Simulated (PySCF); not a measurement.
Ligands exchanged one at a time, In H-CH3. Gas-phase values, no solvent. Strings in code marks are SMILES.

Quantity: redistribution energy (mixed species minus the weighted end members), in eV.

Level 1: PBE-D3(BJ)/def2-TZVP // PBE0-D4/def2-TZVP (PySCF)
Level 2: B3LYP/6-311+G** (LANL2DZ on In) // PBE0-D4/def2-TZVP (PySCF)
Level 3: B3LYP/6-31G* (LANL2DZ on In) // PBE0-D4/def2-TZVP (PySCF)
Level 4: PBE/6-31G* (LANL2DZ on In) // PBE0-D4/def2-TZVP (PySCF)

| species | level 2 | level 3 | level 4 |
|---|---|---|---|
| 2 of 3 H replaced by CH3: `[CH3][InH][CH3]` | -0.010 | -0.010 | -0.010 |
| 1 of 3 H replaced by CH3: `[CH3][InH2]` | -0.015 | -0.014 | -0.015 |

Task: What does level 1 give for each?

Result: 
- 2 of 3 H replaced by CH3: `[CH3][InH][CH3]`: -0.005
- 1 of 3 H replaced by CH3: `[CH3][InH2]`: -0.005
